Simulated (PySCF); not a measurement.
## Electronic structure of Rh⁻ (rhodium, charge -1) at the UHF level

Configuration: [Kr] 4d8 5s2, high-spin 3F determinant. Computed with PySCF 2.14 in aug-cc-pwCVTZ-PP with ECP28MDF (8s8p7d4f3g, 122 functions), with scalar relativity through the core potential.

```
Total energy             : -109.388260 hartree
One-electron energy      : -196.6277 hartree
Hartree (Coulomb) energy : 97.9680 hartree
Exchange energy          : -10.7285 hartree
⟨S²⟩                     : 2.1545
⟨L²⟩                     : 12.061
Sum of ⟨r⟩               : 31.16 bohr
Sum of ⟨r²⟩              : 97.68 bohr²
Time after the integrals : roughly 8 core-seconds
```

```json
{"shell": "4s α", "electrons": "1", "mean orbital energy (hartree)": "-3.60616", "spread (hartree)": "0", "rms radius, mean of both spins (bohr)": "1.06"}
{"shell": "4s β", "electrons": "1", "mean orbital energy (hartree)": "-3.47338", "spread (hartree)": "0", "rms radius, mean of both spins (bohr)": "1.06"}
{"shell": "4p α", "electrons": "3", "mean orbital energy (hartree)": "-2.25244", "spread (hartree)": "0", "rms radius, mean of both spins (bohr)": "1.17"}
{"shell": "4p β", "electrons": "3", "mean orbital energy (hartree)": "-2.08803", "spread (hartree)": "0", "rms radius, mean of both spins (bohr)": "1.17"}
{"shell": "4d α", "electrons": "5", "mean orbital energy (hartree)": "-0.27315", "spread (hartree)": "0.04290", "rms radius, mean of both spins (bohr)": "1.74"}
{"shell": "4d β", "electrons": "3", "mean orbital energy (hartree)": "-0.20901", "spread (hartree)": "0", "rms radius, mean of both spins (bohr)": "1.74"}
{"shell": "5s α", "electrons": "1", "mean orbital energy (hartree)": "-0.05213", "spread (hartree)": "0", "rms radius, mean of both spins (bohr)": "5.62"}
{"shell": "5s β", "electrons": "1", "mean orbital energy (hartree)": "-0.00296", "spread (hartree)": "0", "rms radius, mean of both spins (bohr)": "5.62"}
```

Energies and moments cover only the electrons outside the core potential. ⟨S²⟩ = 2.15 against 2.00 shows spin contamination. The outer electron is barely bound at this level, so radii and moments hang on the diffuse functions.
